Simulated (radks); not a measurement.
Results of a calculation; reference values are marked as such.
Problem. The aluminium ion Al+, [Ne] 3s2. Code: a radial shooting solver on a logarithmic mesh with Libxc functionals. Model: non-relativistic Kohn-Sham, r2SCAN, spin-polarised, spherical densities, point nucleus; meta-GGA in the generalised Kohn-Sham scheme. Every spin shell is full or empty, so the densities are truly spherical. Functionals are evaluated on that one density, not self-consistently. Rank these exchange functionals by their error against the exact value of the orbitals, and give that value: LDA, B88, PBE, PBEsol, PW91, PW86, EV93, APBE, MS2, TASK.

Solution. Exact: -17.8744 hartree. From best to worst, with 100 (|E| - |E exact|)/|E exact| (equal figures are ties): PW91 -0.05, B88 +0.08, MS2 +0.27, PBE -0.46, PW86 +0.71, APBE +0.75, EV93 +1.73, TASK -2.99, PBEsol -3.61, LDA -8.45.
